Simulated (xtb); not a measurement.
CH5FO2Si2, SMILES F[Si@H]1OC[SiH2]O1. All values are semi-empirical tight-binding results from xtb (GFN2-xTB unless named), good for trends rather than for accurate numbers. Coordinates come from a GFN2-xTB optimisation. The structure was generated by enumeration; whether it is a known compound was not checked. Other conformers were not sampled.

```yaml
orbital_gap: 5.41 eV
dipole_moment: 2.91 D
zero_point_energy: 40.3 kcal/mol
G − E(el) at 298.15 K (modified RRHO): 20.4 kcal/mol
static polarisability (D4 model): 74.9 bohr³
solvation energy, GFN2-xTB/ALPB(water): 0.7 kcal/mol
solvation energy, GFN2-xTB/ALPB(acetone): -2.9 kcal/mol
```
